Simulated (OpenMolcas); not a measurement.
# 3d² along the 20-electron sequence

- Program: OpenMolcas
- Method: CASSCF
- Basis: ANO-R2
- Scalar Hamiltonian: X2C, finite nucleus
- Spin-orbit coupling: state interaction with AMFI integrals over the reference wave functions, term energies averaged over their components

Active space for each ion: 2 electrons in 5 orbitals (3d).

Computed levels in cm-1 above ³F₂:

```
                               Level   Ti2+   Cr4+   Mn5+
                                 ³F₃    187    511    736
                                 ³F₄    431   1168   1672
                                 ¹D₂  11289  16468  18780
                                 ³P₀  13502  19299  21824
                                 ³P₁  13566  19480  22087
                                 ³P₂  13702  19878  22681
                                 ¹G₄  17390  25260  28748
                                 ¹S₀  42169  61249  69566
weight of ³F in the lowest level (%)    100    100    100
```

Measured, with the error of the calculation in %. Measured levels: Ti2+ from Corliss and Sugar, J. Phys. Chem. Ref. Data 8, 1 (1979); Cr4+ from Sugar and Corliss, J. Phys. Chem. Ref. Data 6, 317 (1977); Mn5+ from Corliss and Sugar, J. Phys. Chem. Ref. Data 6, 1253 (1977).

```json
{"Level": "³F₃", "Ti2+": "185 (+1.2)", "Cr4+": "508 (+0.6)", "Mn5+": "746 (-1.4)"}
{"Level": "³F₄", "Ti2+": "420 (+2.6)", "Cr4+": "1142 (+2.3)", "Mn5+": "1669 (+0.2)"}
{"Level": "¹D₂", "Ti2+": "8474 (+33.2)", "Cr4+": "13188 (+24.9)", "Mn5+": "15336 (+22.5)"}
{"Level": "³P₀", "Ti2+": "10538 (+28.1)", "Cr4+": "15492 (+24.6)", "Mn5+": "17782 (+22.7)"}
{"Level": "³P₁", "Ti2+": "10604 (+27.9)", "Cr4+": "15677 (+24.3)", "Mn5+": "18057 (+22.3)"}
{"Level": "³P₂", "Ti2+": "10721 (+27.8)", "Cr4+": "16041 (+23.9)", "Mn5+": "18628 (+21.8)"}
{"Level": "¹G₄", "Ti2+": "14398 (+20.8)", "Cr4+": "22019 (+14.7)", "Mn5+": "25511 (+12.7)"}
{"Level": "¹S₀", "Ti2+": "32476 (+29.9)", "Cr4+": "51146 (+19.8)", "Mn5+": ""}
```

The fine-structure level ³F₄ changes by a factor of 3.88 from Ti2+ to Mn5+. Its fourth root runs 4.56, 5.85, 6.39, with steps per unit of Z of 0.64, 0.55; equal steps would mean a (Z - σ)^4 law with constant σ.

¹D₂ changes by a factor of 1.66 over the same range, with steps per unit of Z of +2590, +2310 cm-1.

Without dynamic correlation excited terms often stand tens of per cent too high (terms of higher spin than the ground term too low), and those without a measured partner can miss by more than the paired ones. Measured partners are found by configuration, term and J. A level has none where our copy of the source lacks it or the pairing is in doubt (some pairs that miss far off the trend of their configuration count as doubtful), and it then counts in no deviation. Only configurations of the active space appear.
